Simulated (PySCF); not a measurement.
Electron correlation in Hf²⁺ (hafnium, charge +2)

[Xe] 4f14 5d2, high-spin 3F determinant. Computed with PySCF 2.14 in x2c-TZVPPall (11s7p7d3f1g, 97 functions), with scalar relativity by spin-free X2C-1e. Frozen: [Xe] 4f14; 2 electrons correlated.

With two correlated electrons CCSD is exact within the correlated space (frozen core and kept virtual orbitals).

```
level  correlation energy (mhartree)
 CCSD                          -4.04
```

Diagnostics: T1 = 0.0015, D1 = 0.0022, largest double amplitude 0.020.

Spin-orbit coupling, absent here, splits the open shell strongly.

Cost of the coupled-cluster step: about 6 core-seconds, for 2 correlated electrons.
